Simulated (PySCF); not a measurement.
# A single-point calculation

Pb3 (triplet). PySCF 2.14.0, UKS BP86, Pb def2-TZVP with ECP60; non-relativistic Hamiltonian with scalar-relativistic core potentials where named; density fitting; no spin-orbit coupling. Purpose: basis and core treatment small-core/TZVP.

```python
mol = gto.M(atom='''
Pb     1.75238    -0.00003    -0.00000
Pb    -0.87616     1.51762     0.00000
Pb    -0.87622    -1.51759     0.00000''',
    basis={'Pb': 'def2-TZVP'},
    ecp={'Pb': 'def2-TZVP'},
    charge=0, spin=2)
mf = dft.UKS(mol, xc='B88,P86')
mf.grids.atom_grid = (75, 302)
mf = mf.density_fit()  # fitting sets: Pb def2-universal-JKFIT
mf.conv_tol = 1e-08; mf.max_cycle = 55
mf.kernel(dm0)  # dm0: free metal ions and neutral atoms
mf.nuc_grad_method().kernel()
```

Run from Python with OMP_NUM_THREADS=2; the lines above give its settings. Where DIIS fails, smearing, a level shift and second-order steps follow.
It took 20 s on 2 threads of Arm Neoverse V1, with other jobs on the host.

Task: Where do the frontier levels lie, over both spins?

Result: HOMO -4.59 eV, LUMO -3.97 eV. 

Task: What does the SCF print?

Result: 
```
init E= -579.238719328281
cycle= 1 E= -579.138400712692  delta_E=  0.1  |g|= 0.13  |ddm|= 1.48
cycle= 2 E= -579.126305903723  delta_E= 0.0121  |g|= 0.247  |ddm|= 0.441
cycle= 3 E= -579.148568175821  delta_E= -0.0223  |g|= 0.0136  |ddm|= 0.213
cycle= 4 E= -579.148705412163  delta_E= -0.000137  |g|= 0.0032  |ddm|= 0.0361
...
cycle= 7 E= -579.1487123076  delta_E= -1.73e-06  |g|= 8.48e-05  |ddm|= 0.00227
cycle= 8 E= -579.148712311679  delta_E= -4.08e-09  |g|= 2.03e-05  |ddm|= 0.000162
Extra cycle  E= -579.148712311675  delta_E= 3.87e-12  |g|= 2.25e-05  |ddm|= 5.94e-05
converged SCF energy = -579.148712311675  <S^2> = 2.0023877  2S+1 = 3.0015914
```

Task: What are the Mulliken charges and spins?

Result: 
```json
{"atom": "Pb1", "charge (e)": "0.000", "spin (e)": "0.667"}
{"atom": "Pb2", "charge (e)": "0.000", "spin (e)": "0.667"}
{"atom": "Pb3", "charge (e)": "0.000", "spin (e)": "0.667"}
```

Task: What forces act on the atoms (eV/Å)?

Result: 
```
Pb  -0.15  0.00  0.00
Pb   0.08 -0.15  0.00
Pb   0.08  0.15  0.00
```
Forces carry noise of the integration grid, about 0.01 to 0.03 eV/Å.

The geometry was relaxed with BP86 (Pb def2-SVP with ECP60).

Open shells may have lower solutions than the one found.
